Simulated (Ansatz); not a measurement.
Li4Al2. The state is a singlet with charge 0. Geometry r2SCAN-D4/def2-TZVP; atoms count from 1.

Cartesian coordinates in Å:
```
Al 0.168 -0.754 0.252
Al -1.555 0.421 -1.095
Li 1.027 0.157 -2.018
Li -2.270 -0.114 1.357
Li 0.065 1.943 0.486
Li 2.565 -1.653 1.017
```

The restricted singlet is unstable towards broken spin symmetry in Hartree–Fock (as tested in another run); at PBE0-D4/def2-TZVP this wasn't settled. The structure comes from a short search, and lower isomers may exist.

(1) Estimate the Mulliken populations from the PBE0/def2-TZVP orbitals of Ansatz.

(2) And the Mayer bond orders between bonded heavy atoms (over 0.3)?

Answers

(1) 
```tsv
atom	charge (e)
Al1	-1.07
Al2	-0.57
Li3	0.47
Li4	0.45
Li5	0.38
Li6	0.33
```
Mulliken values and Mayer orders depend strongly on the basis.

(2) Al1–Al2 1.49 (2.48 Å); Al1–Li3 0.39 (2.59 Å); Al1–Li4 0.34 (2.75 Å); Al1–Li5 0.40 (2.71 Å); Al1–Li6 0.68 (2.67 Å); Al2–Li3 0.34 (2.75 Å); Al2–Li4 0.44 (2.61 Å); Al2–Li5 0.40 (2.73 Å).
